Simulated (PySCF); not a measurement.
## C₆ coefficients of unlike pairs at PBE

Calculated with PySCF 2.14 from the dipole response of each species, C₆(A,B) = (3/π) ∫ α_A(iu) α_B(iu) du, in atomic units, from isotropic polarisabilities. For ions this is the dispersion term alone; charge-induced terms of lower order in 1/R come first.

```csv
species,configuration,basis,relativity,α (bohr³),C₆ (like pair)
Re²⁺,[Xe] 4f14 5d5 (6S),"aug-cc-pVTZ-PP with one added diffuse shell each of s, p, d, f, g type with ECP60MDF (7s7p6d4f3g)",core potential,12.39,76.63
Rb,[Kr] 5s1 (2S),"x2c-QZVPPall with one added diffuse shell each of s, p, d, f, g type (14s9p8d4f3g)",spin-free X2C,363.0,5639
K,[Ar] 4s1 (2S),dyall-acv3z (25s18p7d3f),spin-free X2C,323.3,4550
As³⁺,[Ar] 3d10 4s2 (1S),aug-cc-pVTZ-PP with ECP10MDF (6s5p4d2f),core potential,6.720,19.78
```

Task: Estimate C₆ for K with Rb.

Result: The integral gives 5060. The combination rule 2 C_A C_B / (C_A α_B/α_A + C_B α_A/α_B) gives 5065 and the geometric mean 5065.

No spin-orbit coupling is included.

The other pairs:

```json
{"pair": "K, Re²⁺", "C₆": "343.5"}
{"pair": "Rb, Re²⁺", "C₆": "389.4"}
{"pair": "As³⁺, K", "C₆": "184.6"}
{"pair": "As³⁺, Rb", "C₆": "208.9"}
{"pair": "As³⁺, Re²⁺", "C₆": "38.56"}
```
